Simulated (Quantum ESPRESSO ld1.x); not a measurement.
The nuclear charge of the neon ion Ne+ is varied continuously with 9 electrons held in [He] 2s2 2p5. Method: scalar-relativistic Kohn-Sham, revPBE, spin-unpolarised, spherical densities, point nucleus; computed with ld1.x of Quantum ESPRESSO 7.5. By the Hellmann-Feynman theorem dE/dZ = E(electron-nucleus)/Z, the electronic potential at the nucleus. The scalar-relativistic energy here is not variational (the density holds large components alone), so the two differ by a part that grows with Z.

[
 {"Z": "9", "E (hartree)": "-99.8087", "E(electron-nucleus)/Z (hartree)": "-26.5479", "HOMO": "2p", "e(HOMO) (eV)": "-11.044", "<r> HOMO (bohr)": "1.105"},
 {"Z": "9.1", "E (hartree)": "-102.4827", "E(electron-nucleus)/Z (hartree)": "-26.9287", "HOMO": "2p", "e(HOMO) (eV)": "-12.819", "<r> HOMO (bohr)": "1.077"},
 {"Z": "9.2", "E (hartree)": "-105.1948", "E(electron-nucleus)/Z (hartree)": "-27.3092", "HOMO": "2p", "e(HOMO) (eV)": "-14.672", "<r> HOMO (bohr)": "1.050"},
 {"Z": "9.3", "E (hartree)": "-107.9449", "E(electron-nucleus)/Z (hartree)": "-27.6895", "HOMO": "2p", "e(HOMO) (eV)": "-16.602", "<r> HOMO (bohr)": "1.026"},
 {"Z": "9.4", "E (hartree)": "-110.7331", "E(electron-nucleus)/Z (hartree)": "-28.0695", "HOMO": "2p", "e(HOMO) (eV)": "-18.608", "<r> HOMO (bohr)": "1.002"},
 {"Z": "9.5", "E (hartree)": "-113.5592", "E(electron-nucleus)/Z (hartree)": "-28.4493", "HOMO": "2p", "e(HOMO) (eV)": "-20.690", "<r> HOMO (bohr)": "0.9797"},
 {"Z": "9.6", "E (hartree)": "-116.4234", "E(electron-nucleus)/Z (hartree)": "-28.8290", "HOMO": "2p", "e(HOMO) (eV)": "-22.847", "<r> HOMO (bohr)": "0.9585"},
 {"Z": "9.7", "E (hartree)": "-119.3255", "E(electron-nucleus)/Z (hartree)": "-29.2086", "HOMO": "2p", "e(HOMO) (eV)": "-25.077", "<r> HOMO (bohr)": "0.9384"},
 {"Z": "9.8", "E (hartree)": "-122.2656", "E(electron-nucleus)/Z (hartree)": "-29.5880", "HOMO": "2p", "e(HOMO) (eV)": "-27.382", "<r> HOMO (bohr)": "0.9192"},
 {"Z": "9.9", "E (hartree)": "-125.2436", "E(electron-nucleus)/Z (hartree)": "-29.9674", "HOMO": "2p", "e(HOMO) (eV)": "-29.759", "<r> HOMO (bohr)": "0.9009"},
 {"Z": "10", "E (hartree)": "-128.2596", "E(electron-nucleus)/Z (hartree)": "-30.3466", "HOMO": "2p", "e(HOMO) (eV)": "-32.209", "<r> HOMO (bohr)": "0.8834"},
 {"Z": "10.1", "E (hartree)": "-131.313", "E(electron-nucleus)/Z (hartree)": "-30.7258", "HOMO": "2p", "e(HOMO) (eV)": "-34.732", "<r> HOMO (bohr)": "0.8666"},
 {"Z": "10.2", "E (hartree)": "-134.405", "E(electron-nucleus)/Z (hartree)": "-31.1049", "HOMO": "2p", "e(HOMO) (eV)": "-37.327", "<r> HOMO (bohr)": "0.8505"},
 {"Z": "10.3", "E (hartree)": "-137.535", "E(electron-nucleus)/Z (hartree)": "-31.4839", "HOMO": "2p", "e(HOMO) (eV)": "-39.994", "<r> HOMO (bohr)": "0.8350"},
 {"Z": "10.4", "E (hartree)": "-140.703", "E(electron-nucleus)/Z (hartree)": "-31.8629", "HOMO": "2p", "e(HOMO) (eV)": "-42.733", "<r> HOMO (bohr)": "0.8202"},
 {"Z": "10.5", "E (hartree)": "-143.908", "E(electron-nucleus)/Z (hartree)": "-32.2419", "HOMO": "2p", "e(HOMO) (eV)": "-45.542", "<r> HOMO (bohr)": "0.8059"}
]

The central difference of E at Z = 10 is -30.349 hartree, to compare with the third column; the second derivative is -3.79 hartree.
